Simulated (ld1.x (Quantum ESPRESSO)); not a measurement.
**What one change does to a pseudopotential (Cr (Z = 24), TM)**

```json
{
  "Element": "Cr",
  "Generator": "ld1.x (Quantum ESPRESSO) 7.5",
  "Type": "norm-conserving Troullier–Martins (Kleinman–Bylander form)",
  "Functional": "PBEsol",
  "Relativity": "scalar-relativistic",
  "Frozen core": "[Ar]",
  "Valence charge": "6",
  "Reference configuration": "3d5 4s1 4p0",
  "Partial waves": "4s (bound): rc 2.15 bohr; 4p (bound, empty): rc 2.65 bohr; 3d (bound): rc 1.40 bohr",
  "Local potential": "all-electron potential smoothed inside 2.30 bohr (lloc = -1)",
  "Core correction": "none"
}
```

Change: local potential all-electron potential smoothed inside 2.90 bohr (lloc = -1).

Cutoffs: the cutoffs (Ry, on a coarse ladder) from which the occupation-weighted sum of valence levels, in a spherical-Bessel basis at the reference potential, stays within 10 and 1 mRy of its value at 400 Ry; they do not see the model core or the augmentation charge, which bear on the density cutoff. Errors are all-electron minus pseudo energies relative to the spin-unpolarised reference configuration.

Question: Predict the effect on cutoff, ghosts and configuration errors.

Answer: The potential gets neither clearly harder nor softer (100 Ry and 120 Ry → 100 Ry and 120 Ry); of the 7 tests that both files solve, the error grows in 6 and shrinks in 0 by more than 15 % and 0.3 meV (median size 48.1 → 66.9 meV); neither file shows a bound ghost at the reference potential, the only one tested. The local part now departs from the all-electron potential out to 2.90 bohr, far beyond the d radius of 1.40 bohr, and whatever the projectors do not describe feels it: the likely cause.

| quantity | base | changed |
| --- | --- | --- |
| cutoff, loose | 100 Ry | 100 Ry |
| cutoff, tight | 120 Ry | 120 Ry |
| bound ghosts | none | none |
| error for 3d5 4s0 4p0, meV [ΔE 6.87 eV] | -6.1 | -6.4 |
| error for 3d4 4s0 4p0, meV [ΔE 22.89 eV] | +5.8 | -53 |
| error for 3d3 4s0 4p0, meV [ΔE 53.59 eV] | -388 | -630 |
| error for 3d5.5 4s0.5 4p0, meV [ΔE 0.72 eV] | -15 | -21 |
| error for 3d2 4s0 4p0, meV [ΔE 101.91 eV] | -1397 | -1812 |
| error for 3d6 4s0 4p0, meV [ΔE 1.73 eV] | -48 | -67 |
| error for 3d4 4s2 4p0, meV [ΔE -0.09 eV] | -96 | -141 |

Base: These tests converged, but a pseudo level misses the all-electron one widely, so the file describes the atom poorly there or has found another state: 3d2 4s0 4p0: empty 4s by 6.9 eV (a node warning on the way).
